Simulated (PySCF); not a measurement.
**Computed properties of BeO, SMILES [Be]=[O]**

BeO, SMILES [O]=[Be]. Geometry optimised at B3LYP-D3(BJ)/def2-TZVPD. One conformer was computed; it need not be the lowest. All values are computed for the isolated molecule unless a solvent is named; none is compared with measurement here.

**Structure.** The optimised structure has C∞v symmetry. All 1 harmonic modes at B3LYP-D3(BJ)/def2-TZVPD (PySCF) are real, so it is a minimum.

**Vibrations.** The strongest infrared lines (harmonic, unscaled, degenerate partners summed) lie at 1536 cm⁻¹ (20 km/mol, Be 64 %, O 36 %). The softest mode is at 1536 cm⁻¹ and the zero-point energy is 2.2 kcal/mol.

**Electronic structure.** B3LYP/def2-TZVPD (PySCF) places the frontier levels at -7.23 and -4.39 eV, a gap of 2.84 eV, and gives a dipole moment of 6.43 D and a mean polarisability of 27.9 bohr³.

**Excitations.** TDDFT-ωB97X/def2-TZVPD (PySCF) has S1 at 2.07 eV (599 nm, f = 0.037, weak); the most intense of the 10 singlets computed lies at 7.59 eV (f = 0.20). Strengths of degenerate partners are summed. T1 (TDA) is at 2.06 eV.
